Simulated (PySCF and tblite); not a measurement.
Values are calculated unless marked as measured or tabulated.
C4H5NOS, numbered as in [CH3:1][c:2]1[n:3][cH:4][s:5][c:6]1[OH:7].

Free energies: B3LYP-D3(BJ)/def2-SVP (IEF-PCM, acetone) on GFN2-xTB structures plus GFN2-xTB thermal terms, symmetry and mirror images included. Conformers within 2.5 kcal/mol (GFN2-xTB free energy) were kept, 6 at most. Programs: PySCF with density fitting and tblite.

Torsions listed: S5–C6–O7–H7.

```json
{"conformer": "1", "shape": "180°", "symmetry": "Cs"}
{"conformer": "2", "shape": "-1°", "symmetry": "Cs"}
```

Question: Which of these conformers is the most populated at 298.15 K, and with what share?

Answer: Conformer 2, about 63 %. The lead over the next is within the error of the method.

Question: Give the DFT energies and free energies relative to the lowest, and all weights.

Answer: 
```csv
conformer,shape,E(DFT) kcal/mol,G(298.15 K) kcal/mol,weight %
1,180°,0.18,0.31,37.2
2,-1°,0.00,0.00,62.8
```

Question: How does its share change from 250 K to 350 K?

Answer: From 64 % to 62 %; the mixing entropy goes from 1.29 to 1.32 cal/(mol K).
